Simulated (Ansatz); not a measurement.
Name a neutral molecule of B, C, Ga, N, O and H with LUMO energy (PBE0/def2-TZVPP) between -3.20 and -2.90 eV and size of the dipole moment (PBE/def2-TZVPP) between 2.05 and 2.35 D (Ansatz, PBE0-D4/def2-TZVP geometry).

`[BH2][Ga]1[O]C[N]1C` (-3.12 eV, 2.20 D). Other molecules can fit too; these were computed, each in one conformer that needn't be the lowest.
